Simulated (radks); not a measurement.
Spherical quantum dot in the effective-mass picture: electrons in a well V = -V0 / (1 + exp((r - R)/a)) with V0 = 19.9, R = 2.47, a = 0.15, with a point charge +1 (a donor) at the centre, all in effective atomic units (hartree* = m*/eps^2 hartree, bohr* = eps/m* bohr), one dielectric constant everywhere. Calculated with a radial shooting solver with Libxc functionals: non-relativistic Kohn-Sham, PBEsol, spin-polarised, spherical densities. Levels are named by radial order and angular momentum (1s, 1p, 1d, 2s, ...), and open shells are averaged over m. Results are scaled to m* = 0.092 and eps = 5.7, for which hartree* = 77.05 meV and bohr* = 3.279 nm.

N = 21, configuration 1s2 1p6 1d10 2s2 1f(up 1, down 0). This is the lowest configuration that the search found. Occupied and some empty levels:

level    occupation  eigenvalue (meV)  <r> (nm)
1s up             1           -643.82     4.905
1s down           1           -642.58     4.893
1p up             3           -600.40     5.419
1p down           3           -598.90     5.414
1d up             5           -536.76     5.724
1d down           5           -535.13     5.721
2s up             1           -473.31     3.674
2s down           1           -472.70     3.680
1f up             1           -454.36     5.964
1f down           0           -452.64     5.963
1g up             0           -355.12     6.168
1g down           0           -353.34     6.167
2p up             0           -343.68     4.502
2p down           0           -342.89     4.502
2d up             0           -218.26     5.012
2d down           0           -217.30     5.011

Energy (meV): total -20649.6, kinetic 3143.4, external -32098, Hartree 9314.5, exchange-correlation -1009.7.

Electron density:

r (nm)  n(r) (e/nm^3)
0.503         0.03680
1.06          0.02595
1.62          0.01841
2.18          0.01358
2.74          0.01111
3.30          0.01073
3.86          0.01203
4.42          0.01425
4.98          0.01616
5.54          0.01633
6.10          0.01385
6.66         0.009209
7.22         0.004427
7.78         0.001447
8.34        0.0003301
8.90       0.00005797
9.46        9.097e-06
10.0        1.394e-06
10.6        2.183e-07
11.1        3.444e-08
